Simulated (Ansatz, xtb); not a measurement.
C4H5N3S: 4 structures ranked

4 gas-phase structures of C4H5N3S, from a drawn sample of its isomers (lower ones may exist). Each was relaxed with GFN2-xTB:

A. `C=Nc1cc(N)sn1`, a singlet
B. `[H]/N=C1\CC(N=C)=NS1`, a singlet
C. `[H]/N=C1\C=C(N=C)NS1`, a singlet
D. `[H]/N=C1/CC(N=C)=NS1`, a singlet

Task: Estimate their order in r2SCAN-D4/def2-SVP energy at these geometries, lowest first.

Result: Calculated order at r2SCAN-D4/def2-SVP: A (0.0), D (13.9), B (16.5), C (17.9) kcal/mol.

Energies above the lowest of each column, in kcal/mol; the last columns are at PBE0-D3(BJ)/def2-SVP geometries and were run for some of them only (a dash: not run or not comparable):

```tsv
structure	GFN2-xTB	HF/STO-3G	r2SCAN-D4/def2-SVP	PBE0-D3(BJ)/def2-SVP	CCSD(T)/def2-SVP + ΔMP2/def2-TZVPP
A	0.0	0.0	0.0	0.0	0.0
D	7.6	6.1	13.9	13.4	11.7
B	12.4	3.5	16.5	–	–
C	15.7	18.9	17.9	17.6	18.7
```

Every level run on A puts it lowest or level with the lowest. Flexible structures stand in one conformer each, not always the lowest. Frequencies (GFN2-xTB) were run for A, C, D alone. ΔMP2 is the change of the MP2 energy from the smaller to the larger basis.

Over these structures GFN2-xTB departs from r2SCAN-D4/def2-SVP by 2.1 kcal/mol on average once a common shift is removed. A GFN2-xTB relaxation took about 0.3 s and the r2SCAN-D4/def2-SVP energy about 8.1 s on a shared host (Ansatz 0.2.0, xtb 6.7.1).
